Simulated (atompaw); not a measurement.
# Building the PAW (atompaw) potential for Pr (PBE, scalar-relativistic).

```
Element                 : praseodymium
Generator               : atompaw 4.2.0.5
Type                    : PAW
Functional              : PBE
Relativity              : scalar-relativistic
Frozen core             : [Kr] 4d10
Valence charge          : 13
Reference configuration : 4f3 5s2 5p6 5d0 6s2 6p0
Partial waves           : 5s (bound): rc 2.50 bohr; 6s (bound): rc 2.30 bohr; 5p (bound): rc 2.50 bohr; 6p (bound, empty): rc 3.00 bohr; 5d (bound, empty): rc 3.00 bohr; 5d channel at 0.9 Ry: rc 3.00 bohr; 4f (bound): rc 1.85 bohr; 4f channel at 0.3 Ry: rc 1.85 bohr
Local potential         : ultrasoft scheme with l = 4 at 0 Ry, radius 2.55 bohr
Core correction         : smooth core density matched at 1.95 bohr
Augmentation charge     : sinc compensation charge, radius 2.70 bohr; PAW radius 3.00 bohr; waves and projectors: custom polynom gramschmidtortho
```

All-electron outer shells of the reference configuration (PBE, scalar-relativistic, ld1.x):

| shell | level (eV) | outermost node (bohr) | outermost maximum (bohr) |
| --- | --- | --- | --- |
| 4p | -215.23 | 0.32 | 0.60 |
| 4d | -110.50 | 0.30 | 0.64 |
| 5s | -39.03 | 0.74 | 1.35 |
| 5p | -21.47 | 0.79 | 1.53 |
| 6s | -3.46 | 1.81 | 3.85 |
| 5d | -2.02 | 0.91 | 2.28 |
| 4f | -1.25 | – | 0.69 |
| 6p | -1.24 | 2.18 | 5.13 |

**Question.** Does the generator finish with these settings?

**Answer.** Yes, a potential is produced.

**Question.** Estimate the cutoffs (Ry, on a coarse ladder) from which the occupation-weighted sum of valence levels, in a spherical-Bessel basis at the reference potential, stays within 10 and 1 mRy of its value at 400 Ry.

**Answer.** 35 Ry and 60 Ry.

**Question.** Does the potential have ghost states?

**Answer.** No extra level below or beside the all-electron valence levels (s, p, d, f tested).

**Question.** Is the overlap operator S = 1 + Σ q|β⟩⟨β| positive definite (Bessel basis up to 400 Ry)?

**Answer.** Yes: its lowest eigenvalue is 0.21 (s channel).

**Question.** Which valence shell sets the plane-wave cutoff?

**Answer.** 4f: its level needs 55 Ry to come within 1 mRy, against 12 Ry for 5p.
